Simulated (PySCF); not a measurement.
**Exercise with solution: entropy of an ideal gas**

ClH₄NSi, SMILES Cl[SiH2]N.

Coordinates come from a ωB97X-D3(BJ)/def2-TZVP optimisation. Other conformers were not sampled.

ωB97X-D3(BJ)/def2-TZVP (PySCF 2.14.0) gives the harmonic wavenumbers 233, 234, 426, 536, 545, 770, 881, 917, 918, 957, 1597, 2288, 2295, 3614, 3702 cm⁻¹ and the rotational temperatures 0.9176, 0.1822, 0.1610 K. The molar mass is 81.57 g/mol, the symmetry number 1, the spin multiplicity 1.

**Question.** Work out the entropy at 298.15 K and 1 atm in the rigid-rotor, harmonic-oscillator model.

**Answer.** 
Translation (Sackur–Tetrode at 1 atm): S = R[1.5 ln M + 2.5 ln T − 1.16487] = 163.6 J/(mol K).
Rotation: q = (√π/σ) T^1.5/√(θA θB θC) = 55600, S = R[ln q + 3/2] = 103.3 J/(mol K).
Vibration: with u = 1.4388 ν/T, each mode gives R[u/(e^u − 1) − ln(1 − e^−u)]:
| ν (cm⁻¹) | modes | u | S (J/(mol K)) |
|---|---|---|---|
| 233 | 1 | 1.12 | 7.76 |
| 234 | 1 | 1.13 | 7.73 |
| 426 | 1 | 2.06 | 3.65 |
| 536 | 1 | 2.59 | 2.40 |
| 545 | 1 | 2.63 | 2.32 |
| 770 | 1 | 3.72 | 0.98 |
| 881 | 1 | 4.25 | 0.63 |
| 917 | 1 | 4.43 | 0.55 |
| 918 | 1 | 4.43 | 0.54 |
| 957 | 1 | 4.62 | 0.47 |
| 1597 | 1 | 7.71 | 0.03 |
The stiffer modes add less than 0.005 each. Sum 27.1 J/(mol K).
Spin: R ln 1 = 0.0 J/(mol K).
Total 294.0 J/(mol K); the program's own thermochemistry gives 294.0. Translation makes up 56 % and vibration 9 %. Anharmonicity, hindered rotation and orbital degeneracy are left out.
